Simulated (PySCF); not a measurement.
The multiplicity is imposed and other spin states were not computed.

**[Zn(OH)] (charge 0, multiplicity 2)**

These are TPSSh-D3(BJ)/def2-TZVP // PBE-D3(BJ)/def2-SVP (PySCF 2.14.0) values and carry that method's errors.

The highest occupied spin orbital comes out as -5.67 eV and the dipole moment is 1.94 D. The charge on the central atom (Mulliken) comes out as 0.35 e and the charge on the central atom (meta-Löwdin) is 0.68 e. The spin population on the central atom (Mulliken) comes out as 0.83 and the total energy comes out as -1855.2188 Ha. The cost is roughly 80 core-seconds.

```xyz
3

Zn     0.0283     0.0024    -0.0126
O      0.3340     0.7633    -1.6556
H      1.2954     0.7266    -1.8392
```
Charge 0, spin multiplicity 2.
